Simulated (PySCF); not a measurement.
B(H)(Me)(NHMe) (C2H8BN), SMILES CBNC.

The structure is a stationary point at PBE-D3(BJ)/def2-SVP. A frequency run showed that this geometry is not a minimum. The structure was generated by enumeration, and PubChem lists no compound with its InChIKey, so it may never have been made. One conformer was computed; it need not be the lowest.

All values below come from PBE-D3(BJ)/def2-SVP (PySCF).

Harmonic, unscaled wavenumbers; measured fundamentals usually lie a few per cent lower.

**Question.** Estimate the vibrational spectrum. (An estimate is asked for; the answer gives what the named calculation found.)

**Answer.** 
| mode | ν (cm⁻¹) | IR (km/mol) | moving atoms (share of kinetic energy) |
|---|---|---|---|
| 1 | 95i | 0.5 | H 97 % |
| 2 | 119 | 0.1 | H 95 % |
| 3 | 232 | 0.1 | C 57 %, H 34 % |
| 4 | 310 | 1.2 | H 37 %, N 35 %, B 23 % |
| 5 | 507 | 1.4 | H 40 %, N 30 %, B 18 %, C 12 % |
| 6 | 541 | 31.4 | H 91 % |
| 7 | 753 | 29.4 | H 87 %, C 9 % |
| 8 | 798 | 1.0 | H 49 %, C 32 %, N 13 % |
| 9 | 910 | 8.6 | H 42 %, B 34 %, C 23 % |
| 10 | 934 | 29.2 | H 58 %, B 30 %, C 9 % |
| 11 | 951 | 3.5 | H 61 %, C 23 %, B 11 % |
| 12 | 1064 | 23.7 | H 77 %, C 15 % |
| 13 | 1100 | 0.0 | H 74 %, C 20 % |
| 14 | 1163 | 15.1 | H 46 %, N 30 %, C 18 % |
| 15 | 1246 | 15.5 | H 75 %, C 19 % |
| 16 | 1338 | 81.1 | H 62 %, B 26 %, C 11 % |
| 17 | 1382 | 6.3 | H 92 % |
| 18 | 1397 | 15.3 | H 82 %, C 15 % |
| 19 | 1398 | 8.3 | H 96 % |
| 20 | 1420 | 1.2 | H 97 % |
| 21 | 1421 | 9.0 | H 88 % |
| 22 | 1506 | 95.1 | N 39 %, H 35 %, B 24 % |
| 23 | 2505 | 165.0 | H 91 %, B 9 % |
| 24 | 2943 | 60.6 | H 97 % |
| 25 | 2959 | 4.1 | H 96 % |
| 26 | 3003 | 28.5 | H 90 %, C 10 % |
| 27 | 3029 | 9.8 | H 91 %, C 9 % |
| 28 | 3073 | 16.2 | H 91 %, C 9 % |
| 29 | 3083 | 7.8 | H 91 %, C 9 % |
| 30 | 3518 | 15.1 | H 93 % |
